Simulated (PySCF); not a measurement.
**Electronic absorption of C4H9NSSi2**

Species: C₄H₉NSSi₂.
SMILES: `[SiH3]N([SiH3])c1ccsc1`

Theory: TDDFT CAM-B3LYP/def2-SVPD, vertical, gas phase, core orbitals frozen in the response (PySCF). Isolated species at its GFN2-xTB geometry, gas phase. Torsions of this conformer, `[SiH3:1][N:2]([SiH3:3])[c:4]1[cH:5][cH:6][s:7][cH:8]1`: Si1–N2–C4–C5 -154°.

```
state  E (eV)  E (kJ/mol)  λ (nm)       f  |μ| (D)  main configurations (H = HOMO, L = LUMO)
   S1    5.08         490   244.3   0.096     2.23                                 H→L (95%)
   S2    5.40         521   229.6  0.0007     0.19                   H→L+1 (79%), H→L+2 (9%)
   S3    5.74         554   215.9  0.0013     0.25                   H→L+3 (62%), H→L+1 (9%)
   S4    5.95         574   208.3   0.067     1.72                               H-1→L (79%)
   S5    6.01         580   206.4  0.0095     0.65                  H→L+2 (70%), H→L+3 (10%)
   S6    6.36         614   194.9  0.0062     0.51              H-1→L+3 (39%), H-1→L+1 (19%)
   S7    6.41         619   193.3   0.105     2.08     H→L+6 (46%), H→L+5 (19%), H→L+4 (16%)
   S8    6.47         624   191.6   0.017     0.82     H→L+4 (35%), H→L+6 (20%), H→L+7 (19%)
```

Triplets (Tamm–Dancoff): T1 3.60 eV, H→L (73%), H-1→L (13%); T2 4.32 eV, H-1→L (75%), H→L (14%); T3 5.20 eV, H→L+1 (62%), H→L+2 (14%).

The lowest singlet lies at 5.08 eV (244 nm, ultraviolet) and is of moderate strength; its leading configuration is HOMO→LUMO (95%). The strongest level in the table is S7 at 6.41 eV (193 nm, f = 0.105). Löwdin shares by element: HOMO carbon 34% or more, nitrogen 24%, sulfur 17% (atoms not listed hold the other 25%); LUMO carbon 50% or more, sulfur 19% (atoms not listed hold the other 31%). The oscillator strengths of these states sum to 0.302; summed over the whole spectrum of an exact calculation they would give the number of electrons, 84 (Thomas–Reiche–Kuhn). Weighted by f, the mean energy of these states is 5.87 eV. The listed states span 1.39 eV. The window holds the lowest 8 singlets.
